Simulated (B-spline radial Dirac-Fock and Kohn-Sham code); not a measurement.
## Dipole and non-dipole photoemission parameters of Ar 1s

System: neutral argon, configuration [Ne] 3s2 3p6; threshold 3205.9 eV (tabulated edge). These are calculated numbers from an atomic code on a B-spline grid; the model is Dirac-Hartree-Slater photoionisation with a Latter tail; cross sections with all multipoles, angular parameters from the dipole term and its interference with E2.

For linearly polarised light dσ/dΩ = σ/(4π) [1 + β P₂(cos θ) + (δ + γ cos²θ) sin θ cos φ], with θ from the polarisation vector and φ the angle between the beam and the projection of the electron momentum on the plane normal to the polarisation.

```
hν (eV)  σ (kb)      β      γ
   4000    46.2  2.000  0.357
   4010    45.9  2.000  0.362
   4670    30.9  2.000  0.630
   5520    19.8  2.000  0.889
   7590    8.30  2.000  1.352
   8510    6.02  2.000  1.520
  11500    2.55  2.000  1.977
  12000       ?      ?      ?
  12200    2.15  2.000  2.070
  15000    1.18  1.999  2.412
```

Task: Give the values at 12000 eV.

Result: σ = 2.26 kb, β = 2.000, γ = 2.044. For an s subshell δ is negligible.
